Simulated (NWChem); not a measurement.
GaPH4O2; SMILES [OH][Ga]([OH])[PH2]

```xyz
8

Ga     0.0035     0.3202     0.0000
O      0.0232     1.2154    -1.5466
H      0.0493     2.1752    -1.4838
O      0.0232     1.2154     1.5466
H      0.0493     2.1752     1.4838
P      0.0800    -1.9734     0.0000
H     -0.8896    -2.0615     1.0455
H     -0.8896    -2.0615    -1.0455
```
Atoms are numbered in this order, from 1.

Results from NWChem. Pople sets run with spherical d functions. Structure relaxed at the PBE0/def2-SVP level.

Problem. What does the run give for CAM-B3LYP/6-31G*? Quantities: highest occupied level (eV); orbital gap (eV); dipole (D).

Solution. 
```yaml
highest occupied level (eV): -8.94
orbital gap (eV): 9.20
dipole (D): 1.97
```
